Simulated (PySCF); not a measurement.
Basis and Hamiltonian dependence of the excitation energy of Ga

Ga [Ar] 3d10 4s2 4p1 (2P) → Ga [Ar] 3d10 4s1 4p2 (4P). Calculated with PySCF 2.14 from differences of total energies of unrestricted determinants, without spin-orbit coupling. Values in eV.

```json
{"basis": "aug-cc-pVDZ-PP with ECP10MDF", "Hamiltonian": "ECP", "functions": "32", "UHF": "3.333", "r2SCAN": "4.678", "PBE0": "4.763", "MP2 (valence)": "3.937", "CCSD(T) (valence)": "4.241", "CCSD(T) (valence and next inner shell)": "n/a"}
{"basis": "aug-cc-pVDZ-DK", "Hamiltonian": "spin-free X2C", "functions": "36", "UHF": "3.350", "r2SCAN": "4.640", "PBE0": "4.768", "MP2 (valence)": "3.957", "CCSD(T) (valence)": "4.260", "CCSD(T) (valence and next inner shell)": "n/a"}
{"basis": "ANO-RCC-VTZP", "Hamiltonian": "spin-free X2C", "functions": "43", "UHF": "3.283", "r2SCAN": "4.638", "PBE0": "4.746", "MP2 (valence)": "3.916", "CCSD(T) (valence)": "4.219", "CCSD(T) (valence and next inner shell)": "4.554"}
{"basis": "x2c-TZVPPall", "Hamiltonian": "spin-free X2C", "functions": "48", "UHF": "3.324", "r2SCAN": "4.651", "PBE0": "4.765", "MP2 (valence)": "4.021", "CCSD(T) (valence)": "4.279", "CCSD(T) (valence and next inner shell)": "4.496"}
{"basis": "aug-cc-pwCVDZ-PP with ECP10MDF", "Hamiltonian": "ECP", "functions": "48", "UHF": "3.322", "r2SCAN": "4.680", "PBE0": "4.762", "MP2 (valence)": "3.972", "CCSD(T) (valence)": "4.262", "CCSD(T) (valence and next inner shell)": "4.625"}
{"basis": "aug-cc-pVTZ-PP with ECP10MDF", "Hamiltonian": "ECP", "functions": "55", "UHF": "3.292", "r2SCAN": "4.649", "PBE0": "4.749", "MP2 (valence)": "4.002", "CCSD(T) (valence)": "4.261", "CCSD(T) (valence and next inner shell)": "n/a"}
{"basis": "x2c-TZVPPall with one added diffuse shell each of s, p, d type", "Hamiltonian": "spin-free X2C", "functions": "57", "UHF": "3.333", "r2SCAN": "4.659", "PBE0": "4.775", "MP2 (valence)": "4.031", "CCSD(T) (valence)": "4.288", "CCSD(T) (valence and next inner shell)": "4.505"}
{"basis": "aug-cc-pVTZ-PP with one added diffuse shell each of s, d, f type with ECP10MDF", "Hamiltonian": "ECP", "functions": "68", "UHF": "3.292", "r2SCAN": "4.649", "PBE0": "4.749", "MP2 (valence)": "4.002", "CCSD(T) (valence)": "4.261", "CCSD(T) (valence and next inner shell)": "n/a"}
{"basis": "dyall-av2z", "Hamiltonian": "non-relativistic", "functions": "92", "UHF": "3.102", "r2SCAN": "4.395", "PBE0": "4.520", "MP2 (valence)": "3.746", "CCSD(T) (valence)": "4.046", "CCSD(T) (valence and next inner shell)": "n/a"}
{"basis": "aug-cc-pVQZ-DK", "Hamiltonian": "spin-free X2C", "functions": "93", "UHF": "3.288", "r2SCAN": "4.634", "PBE0": "4.749", "MP2 (valence)": "4.035", "CCSD(T) (valence)": "4.270", "CCSD(T) (valence and next inner shell)": "n/a"}
{"basis": "x2c-QZVPPall", "Hamiltonian": "spin-free X2C", "functions": "94", "UHF": "3.302", "r2SCAN": "4.661", "PBE0": "4.776", "MP2 (valence)": "4.043", "CCSD(T) (valence)": "4.278", "CCSD(T) (valence and next inner shell)": "n/a"}
{"basis": "def2-QZVPPD", "Hamiltonian": "non-relativistic", "functions": "95", "UHF": "3.055", "r2SCAN": "4.354", "PBE0": "4.483", "MP2 (valence)": "3.802", "CCSD(T) (valence)": "4.048", "CCSD(T) (valence and next inner shell)": "n/a"}
{"basis": "x2c-QZVPPall with one added diffuse shell each of s, p, d, f type", "Hamiltonian": "spin-free X2C", "functions": "110", "UHF": "3.302", "r2SCAN": "4.661", "PBE0": "4.776", "MP2 (valence)": "4.043", "CCSD(T) (valence)": "n/a", "CCSD(T) (valence and next inner shell)": "n/a"}
{"basis": "aug-cc-pV5Z-PP with ECP10MDF", "Hamiltonian": "ECP", "functions": "136", "UHF": "3.284", "r2SCAN": "4.662", "PBE0": "4.752", "MP2 (valence)": "4.055", "CCSD(T) (valence)": "n/a", "CCSD(T) (valence and next inner shell)": "n/a"}
```

Frozen in the all-electron rows: valence: [Ar] 3d10; valence and next inner shell: [Ne]; with a core potential, the same shells as far as they lie outside it.

Non-relativistic rows lack the scalar-relativistic shift.
